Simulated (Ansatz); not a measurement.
Mulliken charges of CH4OSZn (`SC[O][ZnH]`) from ωB97M-V/def2-TZVPP in Ansatz (PBE0-D4/def2-TZVP geometry).

| atom | x (Å) | y (Å) | z (Å) | charge (e) |
| --- | --- | --- | --- | --- |
| S1 | 0.609 | 1.333 | -0.228 | -0.182 |
| C2 | 0.731 | -0.252 | 0.732 | 0.017 |
| O3 | -0.285 | -1.106 | 0.433 | -0.478 |
| Zn4 | -1.609 | -0.307 | -0.551 | 0.371 |
| H5 | 1.070 | 0.838 | -1.390 | 0.131 |
| H6 | 0.721 | 0.095 | 1.775 | 0.115 |
| H7 | 1.720 | -0.675 | 0.520 | 0.115 |
| H8 | -2.866 | 0.017 | -1.347 | -0.089 |

Question: By hand: the dipole of these point charges (1 e Å = 4.8032 D).

Answer: Σ q r = (0.117, 0.209, -0.156) e Å, of length 0.286 e Å = 1.37 D.

Question: How does the dipole of the full density compare? (Estimate.)

Answer: Ansatz gave: (0.184, 0.114, -0.070) e Å, 1.09 D; the point charges give 1.26 times that, at 30° from its direction.

Point charges leave out the atoms' own dipoles, such as those of lone pairs, and Mulliken's split depends on the basis, so the two needn't agree.
